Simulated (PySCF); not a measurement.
## Worked example: oscillator strength and radiative lifetime

BBrH2O2, SMILES OB(O)Br.

Geometry: PBE0-D3(BJ)/def2-SVP. Other conformers were not sampled.

TDA-CAM-B3LYP/def2-SVPD (PySCF) puts the first singlet state with f over 0.02 at 7.33 eV (vertical), with the transition dipole (-0.626, -0.029, 0.000) in atomic units.

### Question
Find the oscillator strength, the wavelength and the radiative lifetime that this transition would have in vacuum if emission retraced absorption.

### Answer

|μ|² = 0.3927 au, so |μ| = 1.59 D. ΔE = 7.33/27.211 = 0.2694 hartree. f = (2/3) ΔE |μ|² = 0.071 (the program prints 0.070).
λ = 1239.84/7.33 = 169 nm; ν = 59120 cm⁻¹.
Einstein's coefficient A = 0.6670 ν² f s⁻¹ (ν in cm⁻¹) = 1.6e8 s⁻¹, so τ = 1/A = 6.1 ns. This state is S1. The figure is the radiative limit of this one transition; relaxation, internal conversion, crossing to triplets and a medium change what is measured.
